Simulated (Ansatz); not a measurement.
Ansatz (a program for electronic structure) input (B3LYP-D3(BJ)/def2-TZVP):

Ansatz 0.2 input:
```yaml
crystal:
  periodic: [false, false, false]
  atoms:
    - {symbol: Rb, position_ang: [-1.00433180, -0.86505070, -0.92642191]}
    - {symbol: Cl, position_ang: [0.98642893, 0.91427026, 0.94181706]}
basis:
  gaussian:
    orbitals: def2-TZVP
hamiltonian:
  xc: b3lyp
  dispersion: d3bj
total_charge: 1
magnetization: {spin_polarized: true, initial_magnetization: 1}
relax: {f_tol: 0.002, max_steps: 150}
```

End of the output:

```
these checks for a lower state are left out or cut short: starts, cluster_reference, orbital_swaps, neighbouring_geometries, increment
integrals: 0.02 GiB planned
587 factors; their error is unknown
mean field: 0.22 GiB planned
mean field evaluation 96: about -13173.3423 eV, gradient 7.5e-6 eV
mean field -13173.34226212 eV, -484.1113989209 hartree, gradient 7.2e-6 eV, S^2 0.753220; 0 other end points of the search recorded, 0 dependent functions left out
the calculation of the forces begins
reference -13173.34251588 eV, -484.1114082463 hartree; 13, 12 occupied and 57, 58 virtual orbitals, 587 factors
relax step   6: F+E_penalty+E_count = -13173.41400449 eV  Δ(F+E_penalty+E_count) = -4.903e-3 eV  max|allowed force component| = 4.745e-3 eV/Å  Δτ_max = 0.1270 Å  (43 SCF iters, accepted)
these checks for a lower state are left out or cut short: starts, cluster_reference, orbital_swaps, neighbouring_geometries, increment
integrals: 0.02 GiB planned
587 factors; their error is unknown
mean field: 0.22 GiB planned
mean field -13173.31357563 eV, -484.1103447116 hartree, gradient 6.8e-6 eV, S^2 0.753212; 0 other end points of the search recorded, 0 dependent functions left out
the calculation of the forces begins
reference -13173.31383801 eV, -484.1103543540 hartree; 13, 12 occupied and 57, 58 virtual orbitals, 587 factors
relax step   7: F+E_penalty+E_count = -13173.38745355 eV  Δ(F+E_penalty+E_count) = +2.655e-2 eV  max|allowed force component| = 6.781e-2 eV/Å  Δτ_max = 0.1950 Å  (38 SCF iters, rejected (line search))
these checks for a lower state are left out or cut short: starts, cluster_reference, orbital_swaps, neighbouring_geometries, increment
integrals: 0.02 GiB planned
587 factors; their error is unknown
mean field: 0.22 GiB planned
mean field -13173.34045827 eV, -484.1113326304 hartree, gradient 5.7e-7 eV, S^2 0.753220; 0 other end points of the search recorded, 0 dependent functions left out
the calculation of the forces begins
reference -13173.34071263 eV, -484.1113419783 hartree; 13, 12 occupied and 57, 58 virtual orbitals, 587 factors
relax step   8: F+E_penalty+E_count = -13173.41406601 eV  Δ(F+E_penalty+E_count) = -6.153e-5 eV  max|allowed force component| = 1.967e-3 eV/Å  Δτ_max = 0.0128 Å  (40 SCF iters, accepted)
these checks for a lower state are left out or cut short: starts, cluster_reference, orbital_swaps, neighbouring_geometries, increment
integrals: 0.02 GiB planned
587 factors; their error is unknown
mean field: 0.22 GiB planned
mean field evaluation 128: about -13173.3410 eV, gradient 7.0e-6 eV
mean field -13173.34099094 eV, -484.1113522057 hartree, gradient 7.0e-6 eV, S^2 0.753220; 0 other end points of the search recorded, 0 dependent functions left out
the calculation of the forces begins
reference -13173.34124513 eV, -484.1113615470 hartree; 13, 12 occupied and 57, 58 virtual orbitals, 587 factors
relax step   9: F+E_penalty+E_count = -13173.41407735 eV  Δ(F+E_penalty+E_count) = -1.134e-5 eV  max|allowed force component| = 1.024e-4 eV/Å  Δτ_max = 0.0037 Å  (32 SCF iters, accepted)
integrals: 0.02 GiB planned
587 factors; their error is unknown
mean field: 0.22 GiB planned
mean field evaluation 160: about -13173.3410 eV, gradient 7.0e-6 eV
mean field -13173.34099094 eV, -484.1113522057 hartree, gradient 7.0e-6 eV, S^2 0.753220; 3 other end points of the search recorded, 0 dependent functions left out
the calculation of the forces begins
reference -13173.34124513 eV, -484.1113615470 hartree; 13, 12 occupied and 57, 58 virtual orbitals, 587 factors
Total energy: -13173.41433154 eV, -484.1140474231 hartree
Atom 0 at    -1.200651    -1.040519    -1.110659 Å, force    -0.000102    -0.000092    -0.000096 eV/Å
Atom 1 at     1.182748     1.089738     1.126054 Å, force     0.000102     0.000092     0.000096 eV/Å
Dipole moment:    -0.659123    -0.589117    -0.618557 e Å
```
